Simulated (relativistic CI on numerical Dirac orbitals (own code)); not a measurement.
Transition arrays of Ba XVI

Calculated at this level of theory: Dirac-Coulomb-Breit CI, separate exchange-only KLI orbitals for each configuration, model QED (radiative potential, 1s self-energy scaled to tabulated hydrogen-like ionisation energies), valence Slater integrals scaled by 0.9, whole transition arrays (own radial code, finite nucleus).

Configurations in the expansion (outside the closed core [Ar] 3d10 4s2): 4p6.4d5, 4p6.4d4.4f, 4p5.4d6, 4p6.4d4.5p, 4p6.4d4.5f. Levels of other configurations are missing.

All E1 lines from the levels of 4p6.4d5; mean and standard deviation are weighted by gf, and upper levels are sorted by their leading configuration.

```csv
Upper configuration,Lines,Σgf,Mean (eV),Mean (nm),σ (eV),Strongest line (nm)
4p6.4d4.4f,6566,1725.6,129.82,9.550,3.62,9.504
4p5.4d6,2149,257.7,128.81,9.626,9.43,9.613
4p6.4d4.5p,3245,145.9,143.31,8.652,5.80,9.486
4p6.4d4.5f,5470,52.4,224.05,5.534,2.86,5.493
```

Σgf per state of the lower configuration in bins of 0.1 nm over the central range (centre: value): 5.55: 0.10, 5.65: 0.03, 8.35: 0.05, 8.45: 0.14, 8.55: 0.15, 8.65: 0.07, 8.75: 0.04, 8.95: 0.04, 9.05: 0.08, 9.15: 0.11, 9.25: 0.23, 9.35: 0.67, 9.45: 1.87, 9.55: 3.20, 9.65: 1.13, 9.75: 0.23, 9.85: 0.12, 9.95: 0.04.

How do configuration mixing and the scaling of the Slater integrals move the arrays?

Slater scale 0.9, no configuration mixing: 4p6.4d4.4f 122.7 ± 5.5 eV (Σgf 1130.8), 4p5.4d6 114.5 ± 10.0 eV (Σgf 663.0), 4p6.4d4.5p 145.8 ± 2.8 eV (Σgf 162.9), 4p6.4d4.5f 223.7 ± 2.9 eV (Σgf 85.4); Slater scale 1: 4p6.4d4.4f 132.2 ± 3.7 eV (Σgf 1715.6), 4p5.4d6 131.3 ± 10.0 eV (Σgf 228.6), 4p6.4d4.5p 139.7 ± 6.4 eV (Σgf 223.4), 4p6.4d4.5f 224.2 ± 3.1 eV (Σgf 50.8); Slater scale 0.8: 4p6.4d4.4f 127.4 ± 3.5 eV (Σgf 1739.0), 4p5.4d6 126.0 ± 10.2 eV (Σgf 218.1), 4p6.4d4.5p 145.3 ± 3.2 eV (Σgf 133.9), 4p6.4d4.5f 223.9 ± 2.6 eV (Σgf 54.0). With mixing, levels are counted to their leading configuration, so an array can shrink or vanish into another, and the sums then hold other lines.
